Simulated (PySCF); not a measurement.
CuF: one state, many levels of theory

State: ¹Σ⁺ (singlet), closed shell. Set-up: basis Cu x2c-TZVPPall, F x2c-TZVPPall; spin-free X2C with a Gaussian nucleus; PySCF 2.14. De refers to Cu (3d10 4s1) + F in their high-spin ground configurations, without counterpoise correction. A positive dipole means Cu(−)F(+).

```
      Level  Re (Å)  ωe (cm⁻¹)  De (eV)  μ (D)
        RHF   1.804        571      n/a  -6.48
    RHF-MP2   1.721        628      n/a    n/a
RHF-SCS-MP2   1.737        610      n/a    n/a
   RHF-CCSD   1.757        606     3.89    n/a
RHF-CCSD(T)   1.752        600     3.99    n/a
        PBE   1.741        618     4.34  -4.32
     PBEsol   1.720        645     4.62  -4.26
       PW91   1.738        622     4.36  -4.32
     r²SCAN   1.722        645     4.21  -4.54
      M06-L   1.731        645     4.29  -4.60
       PBE0   1.742        619     3.93  -5.02
        M06   1.731        640     3.95  -4.84
    ωB97X-V   1.747        622     4.22  -5.21
```

(1) Which functional lies closest to RHF-CCSD(T) in De, which farthest, and by how much do they differ from it?

(2) What does the step from GGA to meta-GGA do here, going from PBE to r²SCAN?

(3) What does second-order correlation do here, going from RHF to RHF-MP2?

Measured (Huber and Herzberg, Constants of Diatomic Molecules (1979)): Re = 1.74493 Å, ωe = 622.65 cm⁻¹.

Correlated steps freeze 6 core orbitals. Where the molecule has an RHF reference, its open-shell atoms are computed with UHF. The CCSD T1 diagnostic is raised, a sign that a single reference may not be enough here.

The whole job (state search and all levels along the bond) took about 22 min on 1 thread of AMD EPYC 7R43 64-Core (shared host), peak memory 2.9 GiB.

## Answers

(1) Closest is M06 (-2.1 pm in Re, +6.7 % in ωe, -0.04 eV in De against RHF-CCSD(T) in the same basis), farthest PBEsol (-3.2 pm in Re, +7.5 % in ωe, +0.63 eV in De). CCSD(T) converges more slowly with the basis than the functionals do and binds too weakly in this one, so the order can change at the basis-set limit.

(2) r²SCAN less PBE: -1.9 pm in Re, +4.4 % in ωe, -0.13 eV in De. 

(3) RHF-MP2 less RHF: -8.3 pm in Re, +10.0 % in ωe. Correlation nearly always deepens the well. The bond shortens, as in weak, metallic or heavy-atom bonds, where dispersion and the correlation of outer-core electrons pull the atoms together.
